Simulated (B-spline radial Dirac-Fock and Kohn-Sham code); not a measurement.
K-shell conversion coefficients of Ni against transition energy

Level of theory: a Dirac-Hartree-Slater potential of the neutral atom with a Latter tail (no hole, which puts coefficients of high multipoles low close above an edge), finite nucleus with surface currents; a B-spline atomic structure program. Subshells within 1 keV of threshold and pair formation are left out.

| energy (keV) | E3 | E4 | E5 | M1 | M2 | M5 |
| --- | --- | --- | --- | --- | --- | --- |
| 11.3 | 8830 | 122000 | 1.71e+06 | 21.9 | 1680 | 1.46e+07 |
| 12.8 | 8900 | 155000 | 2.76e+06 | 15.1 | 1030 | 1.54e+07 |
| 13.4 | 8520 | 157000 | 2.95e+06 | 13.2 | 865 | 1.45e+07 |
| 17.2 | 5180 | 110000 | 2.37e+06 | 6.28 | 326 | 7.10e+06 |
| 20 | 3360 | 72000 | 1.56e+06 | 4.02 | 181 | 3.77e+06 |
| 23.8 | 1890 | 39300 | 822000 | 2.41 | 92.0 | 1.63e+06 |
| 50 | 100 | 1430 | 20400 | 0.284 | 5.43 | 25400 |
| 69.6 | 23.7 | 271 | 3070 | 0.113 | 1.60 | 3530 |
| 71.9 | 20.5 | 229 | 2540 | 0.103 | 1.42 | 2900 |
| 94.5 | 6.04 | 55.3 | 502 | 0.0491 | 0.533 | 567 |
| 100 | 4.68 | 41.1 | 358 | 0.0422 | 0.436 | 405 |
| 148 | 0.794 | 5.23 | 34.0 | 0.0150 | 0.112 | 40.6 |
| 163 | 0.514 | 3.15 | 19.1 | 0.0117 | 0.0811 | 23.3 |
| 170 | 0.425 | 2.53 | 14.8 | 0.0105 | 0.0704 | 18.4 |
| 200 | 0.205 | 1.09 | 5.66 | 0.00698 | 0.0412 | 7.35 |
| 323 | 0.0256 | 0.0973 | 0.363 | 0.00216 | 0.00907 | 0.557 |
| 349 | 0.0186 | 0.0670 | 0.237 | 0.00180 | 0.00718 | 0.375 |
| 395 | 0.0112 | 0.0374 | 0.122 | 0.00135 | 0.00497 | 0.202 |
| 500 | 0.00449 | 0.0129 | 0.0367 | 0.000788 | 0.00252 | 0.0649 |
| 756 | 0.00106 | 0.00244 | 0.00552 | 0.000321 | 0.000823 | 0.0105 |
| 940 | 0.000545 | 0.00113 | 0.00230 | 0.000204 | 0.000474 | 0.00437 |
| 1000 | 0.000456 | 0.000920 | 0.00182 | 0.000180 | 0.000407 | 0.00344 |
| 1090 | 0.000359 | 0.000698 | 0.00133 | 0.000152 | 0.000331 | 0.00250 |
| 1290 | 0.000231 | 0.000419 | 0.000749 | 0.000109 | 0.000223 | 0.00137 |
| 1450 | 0.000173 | 0.000301 | 0.000515 | 8.77e-05 | 0.000171 | 0.000921 |
| 1690 | 0.000121 | 0.000200 | 0.000325 | 6.61e-05 | 0.000122 | 0.000561 |
| 1760 | 0.000110 | 0.000180 | 0.000289 | 6.14e-05 | 0.000112 | 0.000494 |
| 2000 | 8.36e-05 | 0.000131 | 0.000203 | 4.89e-05 | 8.53e-05 | 0.000336 |
| 2110 | 7.47e-05 | 0.000116 | 0.000176 | 4.46e-05 | 7.64e-05 | 0.000287 |

Task: How fast do they fall between 1760 and 2110 keV?

Result: As powers of the energy: E3 E^-2.15, E4 E^-2.45, E5 E^-2.74, M1 E^-1.77, M2 E^-2.09, M5 E^-3.00. Within one type (E or M) the higher multipoles fall faster.

Values without a named source are computed, but for edge energies of neutral atoms, which are taken from tables.
